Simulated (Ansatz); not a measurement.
A trace of molecular dynamics of Cl₂F₃H₂OTa (9 atoms, charge 0, multiplicity 1).

These are results of RKS B3LYP-D4/def2-SVP (Ansatz), not measurements.

```
ensemble                      : NVE (velocity Verlet)
starting velocities drawn for : 300 K
seed                          : 8878
```

```tsv
time (fs)	T (K)	potential energy less start (eV)	conserved less start (meV/atom)
0	300	0.000	0.00
4	257	0.039	0.02
8	218	0.075	0.05
12	240	0.055	0.03
16	242	0.053	0.08
20	224	0.069	0.10
24	200	0.091	0.11
28	208	0.084	0.12
32	212	0.080	0.11
36	193	0.098	0.10
40	172	0.116	0.09
44	168	0.120	0.04
48	164	0.123	0.03
52	160	0.127	0.01
56	152	0.134	0.00
60	135	0.149	0.03
64	122	0.162	0.03
68	99	0.183	0.07
72	77	0.202	0.11
76	64	0.215	0.12
80	59	0.219	0.13
84	64	0.215	0.12
88	75	0.205	0.09
92	85	0.195	0.08
96	95	0.186	0.04
100	97	0.184	0.03
```

Question: Is this trajectory sound?

Answer: The conserved energy stayed within 0.14 meV per atom of its start (net change 0.03 meV per atom), so the integration is sound. A run of 0.1 ps of so small a system gives no equilibrium averages. The orbitals stay closed-shell, which can raise the energy where a bond breaks towards radicals; this wasn't checked here. The time step was 0.5 fs.

Time of the run: 11 min on 4 threads of Arm Neoverse V1, with other jobs on the host, peak memory 0.39 GiB.
